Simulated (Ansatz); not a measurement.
# Redistribution: CHBr2Cl + C2HClF4 → CHBrClF + C2HBrClF3

Species: CHBr2Cl (chlorodibromomethane) `ClC(Br)Br`, singlet; C2HClF4 `FC(Cl)C(F)(F)F`, singlet; CHBrClF (bromochlorofluoromethane) `FC(Cl)Br`, singlet; C2HBrClF3 `FC(Cl)C(F)(F)Br`, singlet. The partners trade Br for F; both sit on C, so the bond types are kept.

Shapes, held fixed at every level: PBE0-D4/def2-TZVP. Flexible molecules stand in one conformer, not always the lowest. Programs: Ansatz 0.2.0. The zero-point and thermal change to 298 K, harmonic and unscaled (PBE0-D4/def2-TZVP), is -0.5 kJ/mol.

```tsv
level	kind	ΔH(298 K) (kJ/mol)	less CCSD(T)/def2-TZVPP
SPW92/def2-TZVPP	LDA	+27.3	-12.4
PBE-D4/def2-TZVPP	GGA	+25.8	-13.9
PBE0-D4/def2-TZVPP	global hybrid	+33.9	-5.8
wB97M-V/def2-TZVPP	range-separated hybrid	+33.7	-6.0
B2PLYP/def2-TZVPP	double hybrid	+35.9	-3.8
MP2/def2-SVP	perturbation theory	+51.4	+11.7
CCSD/def2-SVP	coupled cluster or CI	+49.4	+9.7
CCSD(T)/def2-TZVPP	coupled cluster or CI	+39.7	0.0
```

The highest level, CCSD(T)/def2-TZVPP, gives ΔH(298 K) = +39.7 kJ/mol; the levels span +25.8 to +51.4. The column of differences is taken from that level and isn't an error. No measured value is set beside it here. Relativity is left out for Br. Outer-core shells of Br are correlated, in sets that cover them unevenly.
